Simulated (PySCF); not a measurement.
**BI₃: calculation against measurement**

Isolated BI₃, optimised in PySCF with density fitting and no spin–orbit coupling; def2 sets carry scalar-relativistic core potentials from Rb on. All levels below give a singlet of D3h symmetry: PBE0/def2-TZVP B–I 2.112 Å (×3); B3LYP/def2-TZVP B–I 2.129 Å (×3); PBE/def2-TZVP B–I 2.126 Å (×3); B3LYP/def2-SVP B–I 2.138 Å (×3).

Counting electrons, boron keeps none of its valence electrons outside its bonds, so the VSEPR class is AX3 and the expected shape is trigonal planar (D3h), as computed.

Task: The tabulated gas-phase entropy at 298.15 K and 1 bar is 348.64 J/(mol K) (Chase, 1998, NIST Chemistry WebBook). What do rigid-rotor harmonic-oscillator sums give?

Result: PBE0/def2-TZVP 349.5, B3LYP/def2-TZVP 350.4, PBE/def2-TZVP 351.1, B3LYP/def2-SVP 350.1 J/(mol K).

Task: ΔfH°(298 K) is 71.13 kJ/mol (Chase, 1998, NIST Chemistry WebBook), and for the gaseous atoms B 565.0, I 106.8 kJ/mol (tabulated in the package mendeleev). Compare the atomisation enthalpy with the calculations.

Result: From the tables it is 565.0 + 3 × 106.8 − (71.1) = 814 kJ/mol. To a computed De one adds −ZPE (-12.9), the atoms' spin–orbit lowering from NIST levels (-91.1) and the thermal terms (8.1), all taken at PBE0/def2-TZVP.
| level | De (kJ/mol) | ΔatH°(298 K) | computed − tabulated |
| --- | --- | --- | --- |
| PBE0/def2-TZVP | 967 | 871 | 57 |
| B3LYP/def2-TZVP | 898 | 802 | -12 |
| PBE/def2-TZVP | 998 | 902 | 88 |
| B3LYP/def2-SVP | 909 | 813 | -1 |
